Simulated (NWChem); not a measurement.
System: C6H6N, doublet; SMILES Nc1cc[c]cc1

The following NWChem deck was run.

```
start job
memory heap 200 mb stack 900 mb global 1100 mb
geometry units angstroms
  N      2.275682    -0.144787     0.017580
  C      0.892533    -0.053834     0.040276
  C      0.268934     1.187185    -0.090385
  C     -1.117721     1.273232    -0.144706
  C     -1.828656     0.111684    -0.066910
  C     -1.272025    -1.126423     0.066965
  C      0.114843    -1.209163     0.120995
  H      2.774267     0.694787     0.266126
  H      2.666277    -0.984611     0.414265
  H      0.868521     2.084928    -0.153227
  H     -1.597763     2.235068    -0.245179
  H     -1.871510    -2.022114     0.130343
  H      0.594730    -2.172921     0.222354
end
basis spherical
  * library def2-svp
end
dft
  odft
  mult 2
  xc xpbe96 cpbe96
  disp vdw 4
  iterations 150
end
driver
  maxiter 120
end
task dft optimize
```

In the optimisation the excess spin sits in a' (Cs, its own frame). Not confirmed as a minimum by frequencies.

The level has its own optimisation. Brackets give each atom's bonded neighbours.

Predict the main results of this run. (PBE-D3(BJ)/def2-SVP, spin-unrestricted.) Quantities: r C–N (Å); r H–N (Å); r C–C [C(CCH)–C(CCN)] (Å); r C–C [C(CCH)–C(CCH)] (Å); dipole (D).


```yaml
r C–N (Å): 1.391
r H–N (Å): 1.020
r C–C [C(CCH)–C(CCN)] (Å): 1.418
r C–C [C(CCH)–C(CCH)] (Å): 1.408
dipole (D): 2.70
```
